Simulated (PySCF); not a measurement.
This PySCF input asks for the NMR shieldings of `C=CS[C@@H]([C@@H](B)[AlH2])C`, C$_{5}$H$_{12}$AlBS; the geometry comes from GFN2-xTB.

```python
import basis_set_exchange as bse
import numpy as np
from pyscf import gto, dft
from pyscf.prop import nmr

atoms = """
B    -1.763358   -0.206297    1.343656
C    -1.240038   -0.388079   -0.074984
Al   -0.719709    1.249850   -1.227996
C     0.067977   -1.141260   -0.314620
C    -0.033381   -2.175196   -1.419444
S     1.399342    0.077602   -0.835977
C     1.567753    0.939971    0.696726
C     2.017457    2.180019    0.779721
H    -1.072253   -0.367774    2.280982
H    -2.883738    0.101266    1.509769
H    -2.015933   -0.764122   -0.766299
H    -0.893802    0.931449   -2.745375
H    -0.462812    2.701429   -0.761516
H     0.467705   -1.590863    0.597498
H    -0.763908   -2.934553   -1.144818
H     0.926750   -2.659307   -1.592422
H    -0.353708   -1.695297   -2.345334
H     1.321469    0.344516    1.561992
H     2.277144    2.747987   -0.098131
H     2.151895    2.659337    1.734143
"""
names = dict.fromkeys(["B", "C", "Al", "S", "H"], "pcSseg-1")
basis = {el: gto.basis.parse(bse.get_basis(n, elements=[el], fmt="nwchem")) for el, n in names.items()}
mol = gto.M(atom=atoms, basis=basis, charge=0, verbose=0)
mf = dft.RKS(mol, xc="PBE0")
mf.grids.level = 2
mf.grids.alignment = dft.numint.BLKSIZE   # the property module wants whole blocks of grid points
mf.conv_tol = 1e-9
mf.kernel()

calc = nmr.RKS(mf)   # GIAO
C = mf.mo_coeff
Co = C[:, mf.mo_occ > 0]
resp = mf.gen_response(singlet=True, hermi=2)
def vind(x):   # induced exchange potential for any number of trial vectors
    d = np.einsum("pi,xij,qj->xpq", C, 2 * x.reshape(-1, C.shape[1], Co.shape[1]), Co, optimize=True)
    return np.einsum("xpq,pi,qj->xij", resp(d - d.transpose(0, 2, 1)), C, Co, optimize=True).ravel()
mo1, _ = nmr.rhf.solve_mo1(calc, with_cphf=vind)
sigma = calc.kernel(mo1)
for i, s in enumerate(sigma):   # ppm
    print("%2d %-2s %9.2f" % (i, mol.atom_pure_symbol(i), np.trace(s) / 3))
```

Problem. What are the results?

Solution. 
```
 0 B      30.17
 1 C     123.93
 2 Al    390.58
 3 C     118.52
 4 C     161.17
 5 S     437.58
 6 C      44.25
 7 C      51.38
 8 H      24.67
 9 H      25.03
10 H      27.94
11 H      26.49
12 H      27.34
13 H      27.24
14 H      30.10
15 H      30.08
16 H      29.50
17 H      24.70
18 H      25.72
19 H      25.36
```

These numbers come from an equivalent density-fitted implementation of the same equations, which agrees with the script to about 0.01 ppm for H and up to a few tenths of a ppm for heavy atoms, so last digits may differ.

Size and cost of the density-fitted run: 210 basis functions, 36 s wall time on 1 thread of an Arm Neoverse V2, shared host; peak memory 0.97 GiB.
